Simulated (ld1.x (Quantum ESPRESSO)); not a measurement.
## Which change was made? (Be, TM)

| Quantity | Value |
| --- | --- |
| Element | beryllium |
| Generator | ld1.x (Quantum ESPRESSO) 7.5 |
| Type | norm-conserving Troullier–Martins (Kleinman–Bylander form) |
| Functional | BP86 |
| Relativity | scalar-relativistic |
| Frozen core | none |
| Valence charge | 4 |
| Reference configuration | 1s2 2s1.75 2p0.25 |
| Partial waves | 2p (bound): rc 4.20 bohr; 3d channel at 0.05 Ry: rc 4.40 bohr; 1s (bound): rc 0.50 bohr |
| Local potential | the s channel |
| Core correction | none |

Occupied shells without a wave of their own: 2s. They enter only through the test configuration that unscreens the potential.

Cutoffs, loose and tight: the cutoffs (Ry, on a coarse ladder) from which the occupation-weighted sum of valence levels, in a spherical-Bessel basis at the reference potential, stays within 10 and 1 mRy of its value at 400 Ry. They do not see the model core or the augmentation charge, which bear on the density cutoff. Test errors are all-electron minus pseudo excitation energies from the reference, over the configurations 1s2 2s2 2p0; 1s2 2s1 2p0; 1s2 2s0 2p0; 1s2 2s0 2p1; 1s2 2s1.5 2p0; 1s1 2s2 2p0; 1s2 2s0 2p2; variants that change the core or the reference have their own tests. The largest error is taken over the tests solved by every variant that gives reliable tests at all, those not shown here included: 1s1 2s2 2p0; 1s2 2s0 2p0; 1s2 2s1 2p0; 1s2 2s1.5 2p0; 1s2 2s2 2p0.

The base gives: outcome: generated; cutoff, loose: 300 Ry; cutoff, tight: over 300 Ry; bound ghosts: none; largest test error (meV): +266.

**Question.** After one change the result is: outcome: generated; cutoff, loose: 300 Ry; cutoff, tight: over 300 Ry; bound ghosts: p; largest test error (meV): +462. Which change was it?
A. local potential the d channel
B. wave 1s (bound): rc 0.50 bohr becomes 1s (bound): rc 0.74 bohr
C. wave 2p (bound): rc 4.20 bohr becomes 2p (bound): rc 6.22 bohr

**Answer.** C. The others give: local potential the d channel → outcome: generated, misses its reference levels by 1.69 eV; cutoff, loose: 300 Ry; cutoff, tight: over 300 Ry; bound ghosts: none; largest test error (meV): +5604 | wave 1s (bound): rc 0.50 bohr becomes 1s (bound): rc 0.74 bohr → outcome: generated, misses its reference levels by 0.18 eV; cutoff, loose: 180 Ry; cutoff, tight: over 300 Ry; bound ghosts: none; largest test error (meV): +662.
